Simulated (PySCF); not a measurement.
# Telling isomers of C7H12SSi apart by NMR

No solvent, fast rotation and ring inversion assumed for equivalent nuclei, no relativistic terms, one conformer. NMR shieldings at PBE0/pcSseg-1/GIAO; PBE0-D3(BJ)/def2-SVP geometry; PySCF 2.14.0 with density-fitted response routines.

δ = σ(ref) − σ, references computed at the same level: TMS for ¹H, ¹³C. Where no couplings were computed, multiplicities follow the n + 1 count of equivalent neighbours, and m marks all less simple cases (inequivalent or close neighbours, rings, F or P nearby). Shifts are as computed. Against solution values, carbons near 30 ppm lie about +2 ppm off and those near 130 ppm about +5 ppm. Of 1211 compounds with measured shifts, 218 miss one by over three times the rms of a fit or turn the order of signals round; such compounds aren't used in these exercises.

(1) Tabulate the signals of `C#C/C(CC)=C(\C)S[SiH3]`, `C#C/C(CC)=C(/C)S[SiH3]` and their relative energies.

(2) What is the quickest way to tell C#C/C(CC)=C(\C)S[SiH3] from C#C/C(CC)=C(/C)S[SiH3]?

## Answers

(1) 
```json
{"SMILES": "C#C/C(CC)=C(\\C)S[SiH3]", "carbon types": "3×C 1×CH 1×CH2 2×CH3", "δC": "149.0, 133.0, 92.1, 85.7, 32.4, 27.3, 14.5", "δH": "4.62 (s, 3H), 3.44 (s, 1H), 2.53 (q, 2H), 2.36 (s, 3H), 1.09 (t, 3H)", "E rel. (kcal/mol)": "0.0"}
{"SMILES": "C#C/C(CC)=C(/C)S[SiH3]", "carbon types": "3×C 1×CH 1×CH2 2×CH3", "δC": "147.0, 140.5, 93.2, 86.2, 31.8, 24.2, 15.3", "δH": "4.55 (s, 3H), 3.42 (s, 1H), 2.19 (q, 2H), 2.11 (s, 3H), 1.09 (t, 3H)", "E rel. (kcal/mol)": "1.7"}
```

Energies are electronic energies at PBE0/pcSseg-1 on these geometries, without zero-point or thermal terms, each for the one conformer computed, which needn't be the lowest.

(2) Both give the same number of carbon signals, with the same numbers of each carbon type, so the positions decide. The first has a fully substituted alkene carbon (C) at 133.0 ppm, the second a fully substituted alkene carbon (C) at 140.5 ppm. Their most deshielded carbons lie at 149.0 and 147.0 ppm.
